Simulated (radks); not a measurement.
Problem. All-electron atom: Ga3+ in [Ar] 3d10. Method: Dirac Kohn-Sham, PBE, spin-unpolarised, spherical densities, finite nucleus; Fermi nuclear charge, rms radius 3.9973 fm; computed with a radial shooting solver on a logarithmic mesh with Libxc functionals. Some entries of the table are withheld. Estimate them.

orbital  occ.  eigenvalue (eV)  <1/r> (bohr^-1)  <r^2> (bohr^2)
1s1/2       2        -10261.09            31.30        0.003178
2s1/2       2        -1295.254            6.885         0.05591
2p1/2       2              (1)            6.844         0.04355
2p3/2       4              (2)            6.669         0.04506
3s1/2       2        -181.7153            2.191             (3)
3p1/2       2        -134.9026            2.061          0.5316
3p3/2       4        -131.2801            2.019          0.5485
3d3/2       4         -52.7615            1.678          0.7882
3d5/2       6         -52.2906            1.666          0.7989
4s1/2       0         -36.5709           0.6699           4.331
4p1/2       0         -27.4100           0.5727           5.806
4p3/2       0         -27.0971           0.5660           5.929

Solution. 
(1) 2p1/2 eigenvalue (eV): -1150.482
(2) 2p3/2 eigenvalue (eV): -1122.819
(3) 3s1/2 <r^2> (bohr^2): 0.4906
